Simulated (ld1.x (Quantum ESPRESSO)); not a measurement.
**strontium: one change to a TM potential, before and after**

ld1.x (Quantum ESPRESSO) 7.5 input, shortened:

```
&input
   title='Sr', zed=38., rel=1, dft='PZ', iswitch=3,
   config='[Kr] 4d0 5s1 5p0'
 /
 &inputp
   pseudotype=2, tm=.true., lloc=0,
   nlcc=.false.
 /
3
5P  2  1   0.00   0.00  4.20  4.20  0.0
4D  3  2   0.00   0.00  3.05  3.05  0.0
5S  1  0   1.00   0.00  3.65  3.65  0.0
 &test
   configts(1)='4d0 5s1 5p0'
 /
```

Change: functional PW91.

Cutoffs: the cutoffs (Ry, on a coarse ladder) from which the occupation-weighted sum of valence levels, in a spherical-Bessel basis at the reference potential, stays within 10 and 1 mRy of its value at 400 Ry; they do not see the model core or the augmentation charge, which bear on the density cutoff. Errors are all-electron minus pseudo energies relative to the spin-unpolarised reference configuration.

**Question.** How do hardness, ghosts and transferability respond?

**Answer.** Both files are so soft that the ladder of cutoffs tells neither apart; the number of tests with a reliable result goes from 9 to 7; of the 7 tests that both files solve, the error grows in 3 and shrinks in 4 by more than 15 % and 0.3 meV (median size 44.5 → 19.1 meV); neither file shows a bound ghost.

| quantity | base | changed |
| --- | --- | --- |
| cutoff, loose | 6 Ry | 6 Ry |
| cutoff, tight | 8 Ry | 8 Ry |
| bound ghosts | none | none |
| error for 4d0 5s2 5p0, meV [ΔE -6.06 → -5.92 eV] | +44 | +6.9 |
| error for 4d0 5s1.5 5p0, meV [ΔE -3.65 → -3.56 eV] | +16 | +4.5 |
| error for 4d0 5s1 5p1, meV [ΔE -3.67 → -3.61 eV] | +9.6 | -5.5 |
| error for 4d0 5s0 5p2, meV [ΔE -1.14 → -1.19 eV] | +25 | +19 |
| error for 4d0.5 5s1.5 5p0, meV [ΔE -4.91 → -4.77 eV] | +143 | +195 |
| error for 4d0 5s0 5p1, meV [ΔE 3.04 → 2.94 eV] | +50 | +59 |
| error for 4d1 5s0 5p0, meV [ΔE 1.80 → 1.74 eV] | +408 | +728 |
| s: phases at 4.57 bohr within 0.05 rad from the reference energy up to (Ry; the scan ends near 5) | 0.4 | 0.4 |
| p: phases at 4.57 bohr within 0.05 rad from the reference energy up to (Ry; the scan ends near 5) | n/a | 0.7 |
| d: phases at 4.57 bohr within 0.05 rad from the reference energy up to (Ry; the scan ends near 5) | 0.0 | 0.1 |

Base: The cutoffs count occupied waves only; the empty 4d level needs 15 Ry at the loose tolerance. Changed file: The cutoffs count occupied waves only; the empty 4d level needs 15 Ry at the loose tolerance.
